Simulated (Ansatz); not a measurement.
Cost and result for the atomization energy of BH6NOSi (10 atoms, 10 bonds).

```xyz
10

B    -0.8835   -0.4804   -0.9267
Si   -0.3684    0.1371    0.8394
N     0.5410    0.3184   -0.7814
O     0.5406   -0.7410    1.8964
H    -1.7076    0.1649   -1.5095
H    -0.7284   -1.6372   -1.1929
H    -0.4980    1.5294    1.3570
H     0.6297    1.2088   -1.2496
H     1.3666   -0.2456   -0.9292
H     1.1081   -0.2543    2.4966
```

Charge 0, multiplicity 1. The bonds changed during the relaxation, so this is another structure than the one it started from. The geometry is a stationary point of PBE0-D4/def2-TZVP. It is one conformer, not always the lowest. Program: Ansatz. All runs use 2 threads of an Arm Neoverse V1 on a shared host. Times are those of one run each, without the atoms' runs, and a repeat can differ threefold. Electronic energies, without spin–orbit coupling; frozen cores. CCSD(T)/CBS adds CCSD(T) − MP2 in def2-TZVPP to the MP2 limit, and its time is that of the two runs behind it. T1 = 0.011. HSE06 is the plane-wave form, built on full-range PBE exchange.

CCSD(T)/CBS is a level of theory with its own doubt, some kJ/mol a heavy atom from the limit and from the frozen cores, so smaller differences don't rank the functionals.

```json
{"level": "LDA (SPW92)/def2-TZVPP", "functions": "219", "wall time": "1.6 s"}
{"level": "BLYP-D4/def2-TZVPP", "functions": "219", "wall time": "2.8 s"}
{"level": "PBE-D4/def2-TZVPP (with forces)", "functions": "219", "wall time": "3.3 s"}
{"level": "BHLYP-D4/def2-TZVPP", "functions": "219", "wall time": "3.5 s"}
{"level": "CCSD(T)/def2-SVP", "functions": "90", "wall time": "3.6 s"}
{"level": "HSE06-D4/def2-TZVPP", "functions": "219", "wall time": "3.8 s"}
{"level": "CAM-B3LYP-D4/def2-TZVPP", "functions": "219", "wall time": "4 s"}
{"level": "ωB97X-V/def2-TZVPP", "functions": "219", "wall time": "11 s"}
{"level": "B97M-V/def2-TZVPP", "functions": "219", "wall time": "12 s"}
{"level": "ωB97M-V/def2-TZVPP (with forces)", "functions": "219", "wall time": "15 s"}
{"level": "MP2/def2-QZVPP", "functions": "421", "wall time": "25 s"}
{"level": "CCSD(T)/def2-TZVPP", "functions": "219", "wall time": "96 s"}
{"level": "CCSD(T)/CBS(def2)", "functions": "–", "wall time": "2 min"}
```

(1) What atomization energy does each give, and how far from CCSD(T)/CBS? (Estimate.)

## Answers

(1) Ansatz gave: 
| level | atomization (kJ/mol) | difference from CCSD(T)/CBS | per bond |
| --- | --- | --- | --- |
| LDA (SPW92)/def2-TZVPP | 3968.6 | 502.9 | 50.3 |
| BLYP-D4/def2-TZVPP | 3469.5 | 3.8 | 0.4 |
| PBE-D4/def2-TZVPP (with forces) | 3519.7 | 54.0 | 5.4 |
| BHLYP-D4/def2-TZVPP | 3370.0 | -95.7 | -9.6 |
| CCSD(T)/def2-SVP | 3216.1 | -249.6 | -25.0 |
| HSE06-D4/def2-TZVPP | 3457.6 | -8.1 | -0.8 |
| CAM-B3LYP-D4/def2-TZVPP | 3492.0 | 26.3 | 2.6 |
| ωB97X-V/def2-TZVPP | 3483.5 | 17.8 | 1.8 |
| B97M-V/def2-TZVPP | 3478.7 | 13.0 | 1.3 |
| ωB97M-V/def2-TZVPP (with forces) | 3488.3 | 22.6 | 2.3 |
| MP2/def2-QZVPP | 3473.5 | 7.8 | 0.8 |
| CCSD(T)/def2-TZVPP | 3365.8 | -99.9 | -10.0 |
| CCSD(T)/CBS(def2) | 3465.7 | 0.0 | 0.0 |

At CCSD(T), def2-SVP lies −249.6 kJ/mol from the extrapolated value and def2-TZVPP −99.9 kJ/mol: correlation converges slowly with the basis, and small sets miss more of it in the bonded molecule than in its fragments. From r2SCAN to r2SCAN0 (25 % exact exchange), in def2-TZVPP and without D4, the atomization energy moves by −57.0 kJ/mol: exact exchange takes away binding that semilocal exchange gives to molecules. The D4 term adds +28.4 kJ/mol with B3LYP and +14.6 kJ/mol with PBE0; it sums over pairs of atoms, weighted by their polarisabilities, and B3LYP, whose exchange is more repulsive, gets the larger term.

B3LYP here is the variant with VWN-RPA as its local correlation; programs differ in this.
